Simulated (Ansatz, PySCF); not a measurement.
Species: RbCl, charge -1, multiplicity 2. 
Geometry from a B3LYP-D3(BJ)/def2-TZVP (Ansatz, a quantum-chemistry and plane-wave program) optimisation:
```
Rb
Cl 1 3.0229
```
Charge -1, spin multiplicity 2.

Total electronic energies in hartree. Cores are frozen in the correlated levels unless marked. Open shells are spin-unrestricted. No spin-orbit coupling. The frozen core is the preceding noble-gas configuration, with the filled d and f shells of earlier blocks. The outer core of K, Ca and their heavier congeners is not correlated, a term that matters for these elements. In def2 rows, elements after Kr have scalar-relativistic effective core potentials. CBS marks a two-point X^-3 extrapolation of the correlation energy; Hartree-Fock from the larger set.

```tsv
level	program	energy (Eh)
BLYP-D3(BJ)/def2-TZVPD	Ansatz + dftd3	-484.37491
BLYP/def2-TZVPD	Ansatz	-484.37279
BP86-D3(BJ)/def2-TZVPD	PySCF + dftd3	-484.49551
BP86-D4/def2-TZVPD	PySCF + dftd4	-484.49485
BP86/def2-TZVPD	PySCF	-484.49350
B3LYP-D4/def2-TZVPD	Ansatz + dftd4	-484.44270
PBE0/def2-SVP	Ansatz	-484.09198
PBE0-D4/def2-TZVPD	Ansatz + dftd4	-484.25694
PBE0/def2-TZVPD	Ansatz	-484.25615
BHLYP/def2-TZVPD	Ansatz	-484.36468
r2SCAN0-D4/def2-TZVPD	Ansatz + dftd4	-484.37527
PW6B95/def2-TZVPD	PySCF	(withheld)
MN15/def2-TZVPD	PySCF	-484.26851
HSE06-D3(BJ)/def2-TZVPD	Ansatz + dftd3	-484.24756
HSE06/def2-TZVPD	Ansatz	-484.24669
LC-wPBE-D4/def2-TZVPD	Ansatz + dftd4	-484.31396
LC-wPBE/def2-TZVPD	Ansatz	-484.31285
MP2/def2-SVP	Ansatz	-483.38534
MP2/def2-TZVPP	Ansatz	-483.61136
SCS-MP2/def2-SVPD	Ansatz	-483.41827
CCSD(T)/def2-SVP	Ansatz	-483.39908
CCSDT/def2-SVP	Ansatz	-483.39927
CCSD(T)/CBS(def2-TZVPPD,def2-QZVPPD)	Ansatz	-483.6918
```

Problem. Fill in the missing entries.

Solution. 
- PW6B95/def2-TZVPD, energy (Eh): -484.76045
